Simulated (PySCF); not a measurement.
Species: C2H2BF3.
Atom-mapped SMILES: `[CH2:1]=[C:2]([F:3])[B:4]([F:5])[F:6]` (hydrogens: H7, H8 on C1)

Computed with PBE0-D3(BJ)/def2-SVP geometry optimisation, gas phase in PySCF 2.14.0.

Question: What internal coordinates does the optimisation give?

Answer: 
```json
{"bond": "C1=C2", "length (Å)": "1.335", "order": "double"}
{"bond": "C2–F3", "length (Å)": "1.339", "order": "single"}
{"bond": "C2–B4", "length (Å)": "1.561", "order": "single"}
{"bond": "B4–F5, B4–F6", "length (Å)": "1.316", "order": "single"}
{"bond": "C1–H7", "length (Å)": "1.091", "order": "single"}
{"bond": "C1–H8", "length (Å)": "1.093", "order": "single"}
```

Bonds in one row agree within 0.01 Å and their mean is given. Orders are formal, as drawn. A selection of angles:
```json
{"angle": "C2–C1–H7", "degrees": "119.4"}
{"angle": "C2–C1–H8", "degrees": "121.4"}
{"angle": "H7–C1–H8", "degrees": "119.1"}
{"angle": "C1–C2–F3", "degrees": "120.4"}
{"angle": "C1–C2–B4", "degrees": "123.9"}
{"angle": "F3–C2–B4", "degrees": "115.7"}
{"angle": "C2–B4–F5", "degrees": "121.6"}
{"angle": "C2–B4–F6", "degrees": "120.2"}
{"angle": "F5–B4–F6", "degrees": "118.2"}
```

Dihedral angles: C1–C2–B4–F5 180° (antiperiplanar).

B4 (three-coordinate boron) is planar (angles 121.6°, 120.2° and 118.2°, sum 360.0°, 0.00 Å off the plane of its three neighbours). Of the pairs four or more bonds apart, F6···H7 is among the closest relative to their van der Waals radii: 2.65 Å, 99 % of the sum of Bondi's values. The 6 heavy atoms lie in one plane (0.002 Å rms).

Point group: Cs (tolerance 0.08 Å). No PBE0-D3(BJ)/def2-SVP frequencies stand behind this structure, so it isn't proved a minimum.

On Arm Neoverse V2, one thread, shared host, this took 25 s wall and 0.38 GiB of memory at its peak. This is the geometry optimisation.
